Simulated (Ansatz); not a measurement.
System: SnCl2, charge 0, multiplicity 1. 
Structure (B3LYP-D3(BJ)/def2-TZVP (Ansatz, a first-principles code) minimum search):
SMILES: [Sn]([Cl])[Cl]
```xyz
3

Sn    -0.0035    -0.0126     0.6287
Cl     1.1924     1.3887    -0.8905
Cl    -1.1822    -1.3517    -0.9587
```
Charge 0, spin multiplicity 1.

Computed values are from Ansatz. Cores are frozen in the correlated levels unless marked. Open shells are spin-unrestricted. No spin-orbit coupling. The frozen core is the preceding noble-gas configuration, with the filled d and f shells of earlier blocks. In def2 rows, elements after Kr have scalar-relativistic effective core potentials. CBS(X,Y): correlation extrapolated as X^-3; Hartree-Fock from the larger set. The bracket is a focal-point correction in the basis named.

```json
{
 "atomisation energy De": "784.0 kJ/mol at CCSD(T)/CBS(def2-TZVPPD,def2-QZVPPD)",
 "vertical ionisation energy (to the doublet)": "10.22 eV at RI-MP2/CBS(def2-TZVPPD,def2-QZVPPD)+[CCSD(T)-MP2]/def2-TZVPPD",
 "vertical_triplet_singlet_gap": "2.85 eV at RI-MP2/CBS(def2-TZVPPD,def2-QZVPPD)+[CCSD(T)-MP2]/def2-TZVPPD",
 "total_energy": "-1133.1170 Eh at CCSD(T)/CBS(def2-TZVPPD,def2-QZVPPD)",
 "dipole_moment": "3.41 D at CCSD(T)/def2-SVPD",
 "T1 diagnostic": "0.012 at CCSD/def2-QZVPPD"
}
```
